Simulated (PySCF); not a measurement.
A structure optimised at PBE-D3(BJ)/def2-TZVP, used in a PySCF frequency run:

```
C
H 1 1.1008
H 1 1.1008 2 109.18
H 1 1.1025 2 107.45 3 -116.24
C 1 1.4508 2 111.11 4 -120.86
C 5 1.2492 1 162.14 2 119.11
```
Charge 0, spin multiplicity 2.

**Question.** Write its SMILES, formula and point group.

**Answer.** [C]#CC, C3H3, Cs

**Question.** What are its rotational constants (standard atomic weights)?

**Answer.** 142.02, 9.5230, 9.4672 GHz
